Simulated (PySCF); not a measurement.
A species of formula C7H8FOP has this rotational fingerprint, computed with PBE0/pcSseg-1 in PySCF (dipole) on a GFN2-xTB geometry, gas phase:

```
Rotational constants : A = 1804, B = 913.1, C = 642.6 MHz
Dipole components    : |μa| = 4.79 D, |μb| = 0.46 D, |μc| = 2.26 D
Inertial defect      : -47.16 u·Å²
κ                    : -0.53
```

**Question.** Which structure is it? (One computed conformer of each.)
A. `[CH:1]#[C:2][CH2:3][P@@:4]1(=[O:5])[CH2:6][CH2:7][CH:8]=[C:9]1[F:10]` with C2–C3–P4–O5 -178°, C3–P4–C6–C7 92°, P4–C6–C7–C8 19°, C6–C7–C8–C9 -14°, C3–P4–C9–C8 -101°
B. `[CH2:1]=[CH:2][C:3]1=[CH:4][P@@H:5](=[O:6])[C:7]([F:8])=[C:9]1[CH3:10]` with C1–C2–C3–C4 -142°
C. `[CH2:1]=[CH:2][c:3]1[c:4]([O:5][CH3:6])[cH:7][pH:8][c:9]1[F:10]` with C1–C2–C3–C4 180°, C3–C4–O5–C6 179°

**Answer.** B. It is C=CC1=C[P@@H](=O)C(F)=C1C, an asymmetric top, point group C1. The candidates at the same level (rigid rotor, commonest isotopes):

```csv
SMILES,A (MHz),B (MHz),C (MHz),μa (D),μb (D),μc (D),Δ (u·Å²),point group,rotor
C#CC[P@@]1(=O)CCC=C1F,1317,1111,996.3,3.48,2.73,1.59,-331.18,C1,asymmetric top
C=Cc1c(OC)c[pH]c1F,1448,1049,613.5,2.68,0.25,0.57,-7.05,–,asymmetric top
C=CC1=C[P@@H](=O)C(F)=C1C,1804,913.1,642.6,4.79,0.46,2.26,-47.16,C1,asymmetric top
```

`C#CC[P@@]1(=O)CCC=C1F` has C 55 % too high; `C=Cc1c(OC)c[pH]c1F` has A 20 % too low. No structure here is proved a minimum.
